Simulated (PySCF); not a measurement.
## Multinuclear NMR of C₄H₁₁NSi

Mapped SMILES: `[CH3:1][N:2]([CH3:3])[SiH:4]1[CH2:5][CH2:6]1`. Hydrogens are named by the atom that carries them. Ha(C5), Ha(C6) are cis to N2 on the ring; Hb(C5), Hb(C6) are trans to N2 on the ring.

Rapidly exchanging positions averaged, no solvent model, non-relativistic, a single conformation. GFN2-xTB geometry; GIAO PBE0/pcSseg-1 shieldings; PySCF.

(1) Predict the 29Si NMR data.

(2) What are the 15N shifts?

Results:

(1) 
```
atoms                                        environment  σ (ppm)  δ (ppm)
  Si4  silicon bonded to 2 C, N, H, in a 3-membered ring    449.6    -89.6
```

Shieldings were converted by a linear fit to measured shifts: 29Si: δ = 279.94 − 0.822σ (rms 8.9 ppm, 72 shifts, 25.8 ppm with the 6 outliers that the fit left out vs TMS, solution or neat liquid). Occasional misses reach two or three times the rms, and more in compound classes unlike the fitted ones.

On a 400 MHz spectrometer 29Si resonates near 79.5 MHz, so 1 ppm is 79.5 Hz.

(2) 
```json
{"atoms": "N2", "environment": "nitrogen bonded to 2 C, Si", "σ (ppm)": "246.3", "δ (ppm)": "-375.0"}
```

Shieldings were converted by a linear fit to measured shifts: 15N (scatter 6.3 ppm rms vs CH3NO2, solution or neat liquid). Occasional misses reach two or three times the rms, and more in compound classes unlike the fitted ones.

On a 600 MHz spectrometer 15N resonates near 60.8 MHz, so 1 ppm is 60.8 Hz.
